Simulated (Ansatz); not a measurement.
`ClB[TeH]` + `O[SiH2][SeH]` → `OB[TeH]` + `Cl[SiH2][SeH]`  (redistribution)

Gas-phase electronic energies from Ansatz, PBE0-D4/def2-TZVP geometries. CCSD(T)/CBS is the MP2 limit (def2-TZVPP, def2-QZVPP) plus CCSD(T) − MP2 in def2-TZVPP, frozen cores. Functionals use def2-TZVPP. Elements past krypton have def2 core potentials. For Se, Te outer-core shells are correlated without core-valence functions, which leaves a few kJ/mol of doubt a bond. Scalar relativity is left out up to krypton. One conformer a species, not always the lowest.

```tsv
level	ΔE (kJ/mol)	difference from CCSD(T)/CBS
LDA (SPW92)	-31.4	-1.2
revPBE-D4	-32.2	-2.0
BLYP-D4	-31.2	-1.0
r2SCAN0-D4	-33.1	-2.9
CAM-B3LYP-D4	-33.8	-3.6
r2SCANh	-32.1	-1.9
BHLYP	-34.5	-4.3
CCSD/def2-SVP	-43.0	-12.8
MP2/def2-QZVPP	-28.9	1.3
CCSD/CBS(def2)	-31.9	-1.7
CCSD(T)/CBS	-30.2	0
```

Largest T1 diagnostic among the species: 0.014.

From BLYP to BHLYP (50 % exact exchange), in def2-TZVPP and without D4, ΔE moves by −3.2 kJ/mol. At CCSD(T), def2-SVP lies −11.6 kJ/mol from the extrapolated value and def2-TZVPP +1.2 kJ/mol. In def2-TZVPP, CCSD(T) changes the Hartree–Fock value by +8.8 kJ/mol (the triples alone add +1.7 kJ/mol) and MP2 by +9.6 kJ/mol.
